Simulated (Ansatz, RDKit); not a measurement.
Dimer: CH5N (SMILES CN) (first 7 atoms) with CH6Si (SMILES C[SiH3]); geometry from B3LYP-D3(BJ)/def2-TZVP, rigid monomers moved along the line of their centres of mass till H6···Si9 is 3.70 Å.
(charge 0, multiplicity 1):
```xyz
15

C     -0.9787     0.2707     0.0891
N      0.4280     0.1575     0.4703
H     -1.2348    -0.5492    -0.5836
H     -1.1271     1.2007    -0.4617
H     -1.6881     0.2560     0.9270
H      0.5962    -0.7062     0.9716
H      0.6962     0.9170     1.0842
C      1.5339    -0.2059     4.6984
Si    -0.3273    -0.0785     4.4983
H      1.8068    -1.1437     5.1857
H      1.9137     0.6139     5.3109
H      2.0424    -0.1681     3.7336
H     -0.8465    -1.1959     3.6731
H     -0.7009     1.1972     3.8412
H     -0.9912    -0.1313     5.8237
```

Counterpoise-corrected where a basis set is named; no monomer relaxation. RDKit's UFF carries no charges.

Cores are frozen in the correlated methods.

Programs: Ansatz (Gaussian basis) for Hartree–Fock, density functionals and correlated methods; RDKit for the force fields. Each number belongs to the level named beside it.

Q: What interaction energy does CCSD(T)/aug-cc-pV(D+d)Z give?

A: -1.0 kcal/mol

Q: Give the interaction energy at the level MMFF94.

A: -0.6 kcal/mol

Q: What interaction energy does UFF give?

A: -1.5 kcal/mol

Ansatz is a program for electronic structure.
